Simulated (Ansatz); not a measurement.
Consider the isomerisation: `C[SiH2][CH2][AlH2]` → `C[SiH](C)[AlH2]`.

Isolated molecules relaxed with PBE0-D4/def2-TZVP in Ansatz; ΔE leaves out vibrations. CCSD(T)/CBS adds triple-zeta CCSD(T) − MP2 to the extrapolated MP2 energy (def2 sets, frozen cores). Each species was taken in one conformer, which may not be the lowest.

```json
{"species": "`C[SiH2][CH2][AlH2]`", "CCSD(T)/CBS(def2) energy (Eh)": "-612.61937"}
{"species": "`C[SiH](C)[AlH2]`", "CCSD(T)/CBS(def2) energy (Eh)": "-612.61135"}
```

Question: Work out ΔE.

Answer: ΔE = (-612.61135) − (-612.61937) = 0.00802 Eh = +5.0 kcal/mol.

Largest T1 diagnostic among the species: 0.010.

From PBE to PBE0 (25 % exact exchange), in def2-TZVPP and without D4, ΔE moves by +0.8 kcal/mol.
